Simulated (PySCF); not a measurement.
## S²⁺: ionisation energy

S²⁺ [Ne] 3s2 3p2 (3P) → S³⁺ [Ne] 3s2 3p1 (2P), as a difference of total energies. Computed with PySCF 2.14 in cc-pV(D+d)Z, with the non-relativistic Hamiltonian (point nucleus). Correlated levels: valence: [Ne] frozen. The calculations carry no spin-orbit coupling.

```csv
method,ionisation energy (eV)
UHF,34.129
M06-2X,34.634
B3LYP,34.839
MP2 (valence),34.454
SCS-MP2 (valence),34.373
CCSD (valence),34.489
CCSD(T) (valence),34.498
```

Q: How much does correlation contribute at CCSD(T) (valence)?

A: 34.498 − (34.129) = 0.369 eV, measured against UHF.

The reference lies between the lowest fine-structure levels, while these numbers refer to the centres of the terms.

Errors of the correlated levels include the incompleteness of this basis and the frozen core.

For comparison: 34.86 ± 0.04 eV (semi-empirical (NIST evaluation); NIST Atomic Spectra Database, ionization energies).
